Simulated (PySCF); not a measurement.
AlClHI, SMILES [AlH]([I])[Cl].

Geometry: B3LYP-D3(BJ)/def2-TZVP. The def2 effective core potentials stand for the cores of I; spin–orbit coupling is left out.

Calculation: C-PCM-B3LYP/def2-SVP (PySCF).

The values are the electrostatic part of the solvation free energy, E(continuum) − E(gas) at the gas-phase geometry, in a cavity of scaled van der Waals radii (PySCF's table); cavitation and dispersion terms are not included. A continuum can't describe solvent molecules that bind to the metal. In vacuum the orbital gap is 5.83 eV. The dipole moment in vacuum is 0.86 D.

```
solvent      ε  ΔG(elec) (kcal/mol)  dipole (D)  gap (eV)
-------  -----  -------------------  ----------  --------
water    78.36                 -4.8        1.30      6.31
acetone  20.49                 -4.6        1.28      6.29
benzene   2.27                 -2.5        1.08      6.08
```
